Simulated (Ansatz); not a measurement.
C2H5NSi (`CC1=N[SiH2]1`) at its PBE0-D4/def2-TZVP geometry, where that method's forces vanish. The species carries charge 0 and has multiplicity 1.

```xyz
9

C    -0.7404    1.2679    0.3576
C    -0.1127   -0.0553    0.1642
N    -0.2361   -1.1518    0.8046
Si    0.9180   -1.3246   -0.5535
H     0.0313    2.0237    0.5220
H    -1.2833    1.5568   -0.5455
H    -1.4241    1.2468    1.2093
H     2.3544   -1.4493   -0.2309
H     0.4929   -2.1142   -1.7278
```

Task: What forces (eV/Å) does B3LYP-D4/def2-TZVPP give on these atoms in Ansatz? (An estimate is asked.)

Result: The calculation gave: 
```
C1  -0.073  0.166  0.018
C2   0.030 -0.042 -0.018
N3  -0.071 -0.044  0.107
Si4  0.176 -0.132 -0.161
H5  -0.044 -0.018 -0.002
H6   0.013  0.002  0.045
H7   0.024  0.017 -0.037
H8  -0.095  0.001 -0.030
H9   0.039  0.049  0.077
```

B3LYP here is the variant with VWN-RPA as its local correlation; programs differ in this.
